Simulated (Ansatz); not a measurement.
## Worked example: Y(CH3)Cl2 + GeH2(CH3)Cl → YCl3 + GeH2(CH3)2

Species: Y(CH3)Cl2, singlet; GeH2(CH3)Cl, singlet; YCl3 (yttrium trichloride) `[Cl][Y]([Cl])[Cl]`, singlet; GeH2(CH3)2, singlet. The partners trade CH3 for Cl: Y–CH3 and Ge–Cl bonds give way to Y–Cl and Ge–CH3.

Shapes, held fixed at every level: PBE0-D4/def2-TZVP. Programs: Ansatz 0.2.0. Electronic energies: no zero-point or thermal term.

At CCSD(T)/def2-TZVPP; 1 Eh = 2625.50 kJ/mol:

```
    species   energy (Eh)
  Y(CH3)Cl2   -997.623375
GeH2(CH3)Cl  -2576.418441
       YCl3  -1417.611080
 GeH2(CH3)2  -2156.490113
```

Question: Work out ΔE of the reaction at this level.

Answer: 
1. Products less reactants: (-1417.611080) + (-2156.490113) − [(-997.623375) + (-2576.418441)] = -0.059377 Eh = -155.9 kJ/mol.

Other levels give -171.6 (CCSD/def2-SVP) to -151.8 kJ/mol (wB97M-V/def2-TZVPP). No measured value is set beside it here. For atoms past krypton def2 sets carry core potentials with scalar relativity. Relativity is left out for Ge. Outer-core shells of Ge, Y are correlated, in sets that cover them unevenly.
